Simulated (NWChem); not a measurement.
GeBr2, singlet; SMILES [Br][Ge][Br]

All runs: NWChem. Low-valent species are run as closed-shell singlets; no triplet was tried in these runs. The geometry was optimised at PBE0/def2-SVP. Ions are spin-unrestricted doublets at the neutral geometry; other ion states weren't tried.

Question: Among these, which level gives the highest value of “ΔSCF minus −ε(HOMO) (eV)”?
A. Hartree-Fock/def2-TZVPP
B. Hartree-Fock/aug-pcseg-1
C. Hartree-Fock/pcseg-2
D. Hartree-Fock/3-21G

Answer: D, Hartree-Fock/3-21G. Values: Hartree-Fock/def2-TZVPP -0.87; Hartree-Fock/pcseg-2 -0.86; Hartree-Fock/aug-pcseg-1 -0.83; Hartree-Fock/3-21G -0.63
